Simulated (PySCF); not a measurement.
# BeBr⁻ from Hartree–Fock to correlated methods

State: ¹Σ⁺ (singlet), closed shell. Set-up: PySCF, no relativity, basis sets Be def2-SVPD, Br def2-SVPD. De refers to Be + Br⁻ in their ground configurations, without counterpoise correction. A positive dipole points towards Br; it is taken about the centre of mass and depends on that origin.

```csv
Level,Re (Å),ωe (cm⁻¹),De (eV),μ (D)
RHF,2.268,347,n/a,7.79
RHF-MP2,2.255,355,0.88,n/a
RHF-SCS-MP2,2.267,345,0.80,n/a
RHF-CCSD,2.291,326,0.65,n/a
RHF-CCSD(T),2.289,329,0.69,n/a
LDA,2.181,407,1.49,7.54
PBE,2.239,368,1.22,7.32
PBEsol,2.218,385,1.34,7.48
r²SCAN,2.230,379,1.23,7.76
B3LYP,2.238,363,1.01,7.37
PBE0,2.229,376,1.17,7.50
CAM-B3LYP,2.221,373,1.00,7.55
```

The bond length runs from 2.181 Å (LDA) to 2.291 Å (RHF-CCSD). De spans 0.65 eV (RHF-CCSD, coupled cluster) to 1.49 eV (LDA, local density).

Correlated steps freeze 9 core orbitals. Correlated levels converge slowly with the basis: in double zeta they bind strong bonds too weakly, by up to about 1 eV, and carry superposition errors of some tenths. For an ion De counts to the pair picked by the measured ionisation energies or electron affinities, which need not be the lowest pair at this level. The highest Kohn–Sham level is positive in this anion. Much of that is self-interaction error, but it also means that the finite basis helps to hold the extra electron.

The whole job (state search and all levels along the bond) took about 2 min on 1 thread of Oxide Virtual Turin-like (shared host), peak memory 0.64 GiB.
